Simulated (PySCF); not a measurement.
## GdOF at several levels of theory

Computed with PySCF 2.14.0 (density fitting, no spin-orbit coupling) at the geometry relaxed with PBE0:

```xyz
3
GdOF (singlet in the valence; each metal's 4f electrons, 7 of them, lie in its core potential, out of spins and levels)
Gd    0.0332    0.0000   -0.3435
O     1.5387    0.0000    0.7149
F    -1.6737    0.0000    0.7971
```

```tsv
level	basis	state	HOMO (eV)	gap (eV)	charge on Gd1 (e)	population of f-type functions on Gd1 (polarisation alone where 4f lies in the core)	dipole about the centre of mass (D)	largest force component (eV/Å)
PBE0	Gd lcecp-1-SVP with ECP53, O def2-SVP, F def2-SVP	singlet	-6.64	4.35	0.91	0.09	7.60	0.01
TPSS	the same	singlet	-5.18	2.49	0.83	0.09	7.18	0.81
PBE	the same	singlet	-5.22	2.31	0.75	0.09	6.97	0.70
```

In the lcecp rows the 4f levels are missing from HOMO and gap, and the state counts the valence alone.

Charges are Mulliken's, which hang on the basis. The relaxation used the grid (50, 194), these runs (75, 302) or, all-electron (x2c bases, spin-free X2C Hamiltonian), (99, 590).

Q: What does PBE0 with Gd lcecp-1-TZVP with ECP53, O def2-TZVP, F def2-TZVP give here?

A: state singlet, HOMO (eV) -6.63, gap (eV) 4.35, charge on Gd1 (e) 1.29, population of f-type functions on Gd1 (polarisation alone where 4f lies in the core) 0.09, dipole about the centre of mass (D) 7.85, largest force component (eV/Å) 0.22. Time: 5.8 s on 2 threads of Arm Neoverse V2, on a shared host, from free ions and atoms.

In the first row's basis the gap widens with exact exchange: 2.3 to 2.5 eV for PBE, TPSS (none); 4.3 eV for PBE0 (a fixed share).

An lcecp potential fixes the number of 4f electrons, so in runs with it no electron can move into or out of that shell.
